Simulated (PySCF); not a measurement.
## Computed spin Hamiltonian

C5H9OSi (doublet state).
SMILES with atom numbers: `[SiH3:1][O:2][C:3]1[CH2:4][CH:5]=[CH:6][CH2:7]1` (hydrogens: H8, H9, H10 on Si1; H11, H12 on C4; H13 on C5; H14 on C6; H15, H16 on C7)

Structure used (GFN2-xTB), in Å, numbered top down from 1:
```
atom  x, y, z in Å
Si1    2.7100   -0.4596    0.2991
O2     1.2646    0.0043    0.8736
C3     0.0538    0.2286    0.3479
C4    -1.1847    0.1655    1.1829
C5    -2.2572    0.0747    0.1400
C6    -1.7665    0.0532   -1.0893
C7    -0.2697    0.1272   -1.1054
H8     2.6558   -1.8109   -0.2740
H9     3.4793   -0.3886    1.5297
H10    3.1742    0.4517   -0.7527
H11   -1.1896   -0.7039    1.8549
H12   -1.3150    1.0488    1.8222
H13   -3.2989    0.0351    0.4082
H14   -2.3377   -0.0082   -1.9998
H15    0.1875   -0.7600   -1.5676
H16    0.0865    0.9925   -1.6811
```

The hyperfine couplings belong to this conformer and change with its torsions.

Theory: PySCF, UKS B3LYP, pcH-1 on C H O Si, non-relativistic, mean-field spin-orbit, GIAO. The structure is a single GFN2-xTB conformer in the gas phase; no vibrational or solvent corrections. A GFN2-xTB geometry isn't a minimum of the functional, and hyperfine couplings can be far from their values at a DFT geometry. Stability of the SCF solution: not tested.

```json
{"g1, g2, g3": "2.00209, 2.00333, 2.00366", "g_iso": "2.00303", "Form of g": "rhombic: the two nearest values differ by 21 % of g3 − g1", "⟨S²⟩": "0.7538 (exact 0.7500)", "HOMO–LUMO gap, α and β orbitals": "4.37, 6.22 eV", "Total energy": "-560.63966 Eh", "Basis functions": "275"}
```

Hyperfine couplings atom by atom, in MHz; T1 to T3 are the principal values of the dipolar part:

| atom | isotope | a_iso | of which spin–orbit | T1 | T2 | T3 | Mulliken spin population |
| --- | --- | --- | --- | --- | --- | --- | --- |
| Si1 | 29Si | -1.6 | 0.0 | -3.3 | 1.4 | 2.0 | 0.02 |
| O2 | 17O | -18.1 | 0.0 | -39.9 | 19.3 | 20.6 | 0.07 |
| C3 | 13C | 124.0 | -0.1 | -82.0 | -79.3 | 161.3 | 0.87 |
| C4 | 13C | -26.6 | 0.0 | -1.9 | -0.7 | 2.5 | -0.07 |
| C5 | 13C | 1.8 | 0.0 | -1.3 | -0.9 | 2.1 | 0.00 |
| C6 | 13C | 2.2 | 0.0 | -1.3 | -0.9 | 2.1 | 0.00 |
| C7 | 13C | -26.5 | 0.0 | -1.8 | -0.7 | 2.5 | -0.07 |
| H8 | 1H | 20.1 | 0.0 | -2.1 | -1.5 | 3.6 | 0.01 |
| H9 | 1H | -3.1 | 0.0 | -2.3 | -1.6 | 3.9 | 0.00 |
| H10 | 1H | 6.4 | 0.0 | -2.0 | -1.9 | 3.8 | 0.00 |
| H11 | 1H | 82.4 | 0.0 | -4.1 | -3.6 | 7.8 | 0.05 |
| H12 | 1H | 97.3 | 0.0 | -4.9 | -4.4 | 9.3 | 0.04 |
| H13 | 1H | -1.4 | 0.0 | -1.7 | -1.5 | 3.1 | 0.00 |
| H14 | 1H | -1.3 | 0.0 | -1.7 | -1.5 | 3.1 | 0.00 |
| H15 | 1H | 82.9 | 0.0 | -4.2 | -3.6 | 7.8 | 0.05 |
| H16 | 1H | 101.7 | 0.0 | -4.9 | -4.4 | 9.3 | 0.04 |

Largest spin populations (Mulliken): C3 (+0.87), C4 (-0.07), C7 (-0.07) and O2 (+0.07). C3 is the only atom above +0.15. The positive populations add up to 1.15 and the negative ones to -0.15, together 2S = 1. The angles at C3 add up to 357.3°, so it is nearly planar.

Axes: g3 points within 15° of the C3–C4 bond.

Under fast tumbling the dipolar parts average out, and these isotropic splittings remain: 2 × 1H (H15/H16, I = 1/2, 3 lines) with 3.29 mT, 2 × 1H (H11/H12, I = 1/2, 3 lines) with 3.20 mT, 3 × 1H (H8/H9/H10, I = 1/2, 4 lines) with 0.28 mT, 1 × 1H (H13, I = 1/2, 2 lines) with 0.05 mT and 1 × 1H (H14, I = 1/2, 2 lines) with 0.05 mT.

Class means assume fast exchange of nuclei equivalent by connectivity; if that motion is slow, each nucleus keeps its own coupling. C4 and C7, with what hangs on them, aren't averaged: C3 is flat or nearly so (angle sum 357°), and its turn about the short C3–O2 bond (1.34 Å) is taken as slow. The three 1H nuclei of mean +7.8 MHz run from -3.1 to 20.1 MHz in the frozen geometry. The 1H value of +92.3 MHz is a mean of couplings from 82.9 to 101.7 MHz in this one geometry, not an average over conformers. The 1H value of +89.8 MHz is a mean of couplings from 82.4 to 97.3 MHz in this one geometry, not an average over conformers.

The 17O coupling of O2 (-18.1 MHz) shows only in satellite lines or after enrichment, since that isotope makes up about 0.038 % of natural oxygen.

The 13C coupling of C3 (124.0 MHz) shows only in satellite lines or after enrichment, since that isotope makes up about 1.07 % of natural carbon.
